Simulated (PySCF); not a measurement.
H5BO2Si, SMILES OB(O)[SiH3] at its PBE0/def2-SVP optimised geometry (Å):

```
9

B     -0.3561     0.4109     0.0000
O     -1.5626     0.6230     0.5946
H     -1.8896     1.5298     0.5497
O      0.3686     1.3852    -0.6165
H     -0.0350     2.2617    -0.6145
Si     0.3926    -1.4817     0.0000
H      1.8896    -1.4817     0.0000
H     -0.0565    -2.2158    -1.2283
H     -0.0793    -2.2617     1.1872
```

Method: PBE0/def2-TZVP run with PySCF. Cells within 0.4 Å of a nucleus heavier than hydrogen are left out (blank, or x).

Map of the electrostatic potential (hartree/e), clipped to [-0.08, 0.12] on the plane z = 0.0 Å:

```
|3333334444444444443333322222222|
|3333444444455554444333322222222|
|3333444455555555544333322222222|
|3334444555566666554333222222222|
|3334445566667777654332222222222|
|3344455667778999864332222222222|
|3344556778889999974322222222222|
|3344567899999999974211111222222|
|3344568999999999994111111112222|
|3334568999999999996100011111222|
|3334457999999999999100011111122|
|3333346999999999999200001111122|
|2222334699999999997200011111112|
|2222222499999xx9996211111111112|
|2222110179999xxx997321111111112|
|2221100027999999997432111111111|
|2211100002599999999742211111111|
|2211100001369999999974322111111|
|2211110012359999999999953211111|
|2211111112369999xx9999994211111|
|221111111236999xxx9999995211111|
|2211111122359999xx9999994211111|
|2221111122348999999999852211111|
|2221111112235999999974322111111|
|2222111111223479999742211111112|
|2222211111122235665432111111112|
|2222211111111222333322111111122|
|2222221111111112222222111111122|
|2222221111111111222222111111222|
|2222222111111111112221111122222|
|2222222211111111111111112222222|
```
Scale: ten equal steps from -0.040 (start of '0') to 0.120 (end of '9'), in the order '0123456789'; x runs from -4.50 to 4.50, y from -4.50 (bottom) to 4.50 (top).
